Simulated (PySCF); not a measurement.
**Se₂: from constants to spectrum**

UHF-CCSD(T) constants of Se₂, ³Σg⁻ (triplet), unpaired electrons π ↑↑ (Se def2-TZVPP; no relativity (PySCF 2.14); masses 79.9165 and 79.9165 u):

* ωe: 392.1 cm⁻¹
* ωexe: 0.939 cm⁻¹
* Be: 0.08893 cm⁻¹
* αe: 0.000280 cm⁻¹
* De to Se + Se: 3.38 eV

Problem. What force constant and bond length do these constants imply?

Solution. Reduced mass μred = 39.958 u; k = 5.8918×10⁻⁷·μred·ωe² (u, cm⁻¹, mdyn/Å) = 3.62 mdyn/Å; Re = √(16.8576/(μred·Be)) (u, cm⁻¹, Å) = 2.178 Å.

Problem. Estimate the centrifugal constant D from the Kratzer relation and find the Dunham coefficient a1.

Solution. D = 4Be³/ωe² = 1.83e-08 cm⁻¹; a1 = −1 − αeωe/(6Be²) = -3.31.

Correlated steps freeze 18 core orbitals. Spin–orbit coupling is left out. The state was picked by a PBE0 search and need not be the measured ground state.
